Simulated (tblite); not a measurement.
Compound: C₆H₉F.
Numbering: `[F:1][C@H:2]1[CH2:3][CH:4]=[CH:5][CH2:6][CH2:7]1` (hydrogens: H8 on C2; H9, H10 on C3; H11 on C4; H12 on C5; H13, H14 on C6; H15, H16 on C7)

A start from a force field or distance geometry was refined with tblite, GFN2-xTB geometry optimisation, gas phase. Values at the start:

| coordinate | start |
| --- | --- |
| F1–C2 | 1.363 Å |
| C2–C3 | 1.551 Å |
| C2–C7 | 1.495 Å |
| C2–H8 | 1.107 Å |
| C3–C4 | 1.504 Å |
| C3–H9 | 1.086 Å |
| C3–H10 | 1.104 Å |
| C4=C5 | 1.345 Å |
| C4–H11 | 1.066 Å |
| C5–C6 | 1.476 Å |
| C5–H12 | 1.092 Å |
| C6–C7 | 1.502 Å |
| C6–H13 | 1.137 Å |
| C6–H14 | 1.114 Å |
| C7–H15 | 1.135 Å |
| C7–H16 | 1.115 Å |
| F1–C2–C3 | 108.1° |
| F1–C2–C7 | 110.7° |
| C2–C3–C4 | 103.0° |
| C2–C7–C6 | 112.0° |
| C3–C2–C7 | 111.2° |
| C3–C4–C5 | 114.7° |
| C4–C5–C6 | 119.3° |
| C5–C6–C7 | 113.7° |

How do these coordinates change at the GFN2-xTB level?

```json
{"coordinate": "C7–H15", "GFN2-xTB (Å or °)": "1.091", "change": "-0.044"}
{"coordinate": "C6–H13", "GFN2-xTB (Å or °)": "1.095", "change": "-0.042"}
{"coordinate": "C2–C7", "GFN2-xTB (Å or °)": "1.524", "change": "+0.029"}
{"coordinate": "C2–C3", "GFN2-xTB (Å or °)": "1.526", "change": "-0.025"}
{"coordinate": "C6–C7", "GFN2-xTB (Å or °)": "1.527", "change": "+0.025"}
{"coordinate": "C7–H16", "GFN2-xTB (Å or °)": "1.091", "change": "-0.024"}
{"coordinate": "C4=C5", "GFN2-xTB (Å or °)": "1.322", "change": "-0.023"}
{"coordinate": "F1–C2", "GFN2-xTB (Å or °)": "1.386", "change": "+0.023"}
{"coordinate": "C6–H14", "GFN2-xTB (Å or °)": "1.092", "change": "-0.022"}
{"coordinate": "C5–C6", "GFN2-xTB (Å or °)": "1.496", "change": "+0.020"}
{"coordinate": "C4–H11", "GFN2-xTB (Å or °)": "1.081", "change": "+0.015"}
{"coordinate": "C5–H12", "GFN2-xTB (Å or °)": "1.081", "change": "-0.011"}
{"coordinate": "C3–H10", "GFN2-xTB (Å or °)": "1.093", "change": "-0.011"}
{"coordinate": "C3–H9", "GFN2-xTB (Å or °)": "1.094", "change": "+0.008"}
{"coordinate": "C2–H8", "GFN2-xTB (Å or °)": "1.099", "change": "-0.008"}
{"coordinate": "C3–C4", "GFN2-xTB (Å or °)": "1.499", "change": "-0.005"}
{"coordinate": "C2–C3–C4", "GFN2-xTB (Å or °)": "112.6", "change": "+9.6"}
{"coordinate": "C3–C4–C5", "GFN2-xTB (Å or °)": "123.9", "change": "+9.2"}
{"coordinate": "C4–C5–C6", "GFN2-xTB (Å or °)": "123.2", "change": "+3.9"}
{"coordinate": "C5–C6–C7", "GFN2-xTB (Å or °)": "111.3", "change": "-2.4"}
{"coordinate": "C2–C7–C6", "GFN2-xTB (Å or °)": "110.1", "change": "-1.9"}
{"coordinate": "F1–C2–C7", "GFN2-xTB (Å or °)": "109.0", "change": "-1.7"}
{"coordinate": "F1–C2–C3", "GFN2-xTB (Å or °)": "109.3", "change": "+1.2"}
{"coordinate": "C3–C2–C7", "GFN2-xTB (Å or °)": "111.6", "change": "+0.4"}
```

The energy falls by 0.402 eV over 137 L-BFGS steps, the largest force on an atom goes from 2.35 to 0.008 eV/Å, and the atoms move by 0.991 Å rms after alignment. The bond that changes most is C7–H15 (ring CH2 carbon to methylene hydrogen), which shortens by 0.044 Å. Bonds longer at the end by more than 0.005 Å: 6 of 16; shorter: 9. Among the dihedrals that turn most is F1–C2–C3–H10, from 69° to -40°. Rotational constants go from 4691, 2411, 1758 to 3705, 2847, 2118 MHz.

Time: 1.1 s. Hardware: one thread, Arm Neoverse N1 (aarch64), shared host with 64 logical CPUs at a one-minute load of 56.

Its GFN2-xTB frequencies are all real (lowest 98 cm⁻¹). One conformer, not necessarily the lowest.

All values are computed, not measured.
